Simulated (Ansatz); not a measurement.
`N[SiH](F)[SiH2]O` → F• + 6 H• + N• + O• + 2 Si•  (atomization)

Gas-phase electronic energies from Ansatz, PBE0-D4/def2-TZVP geometries. CBS: MP2 limit from def2 TZ/QZ plus the TZ coupled-cluster correction, frozen cores. This one scheme is used for every species, atoms too. Functionals use def2-TZVPP. Open shells (•) are unrestricted, without spin–orbit coupling. Spin–orbit coupling would lower the free atoms: a little for F, O, Si. Each species was taken in one conformer, which may not be the lowest.

Q: What is ΔE at CCSD(T)/CBS? (Best estimate.)

A: Computed: +3891.5 kJ/mol.

Q: What do these levels give: r2SCAN-D4, BLYP, PBE0, MP2/def2-SVP, CCSD/def2-SVP, CCSD/def2-TZVPP? (Estimate.)

A: Computed: r2SCAN-D4 3861.7, BLYP 3815.2, PBE0 3803.6, MP2/def2-SVP 3582.2, CCSD/def2-SVP 3500.9, CCSD/def2-TZVPP 3711.0 kJ/mol.

Largest T1 diagnostic among the species: 0.012.

From PBE to PBE0 (25 % exact exchange), in def2-TZVPP and without D4, ΔE moves by −68.8 kJ/mol: exact exchange takes away binding that semilocal exchange gives to molecules. In def2-TZVPP, CCSD(T) changes the Hartree–Fock value by +992.9 kJ/mol (the triples alone add +51.7 kJ/mol) and MP2 by +1053.8 kJ/mol; breaking electron pairs costs correlation energy, which Hartree–Fock lacks.

For atomizations the MP2-based limit and the directly extrapolated one differ by several kJ/mol either way, and by 10 to 25 for some Ge, Se and Sn compounds, so smaller differences from it don't rank the levels.
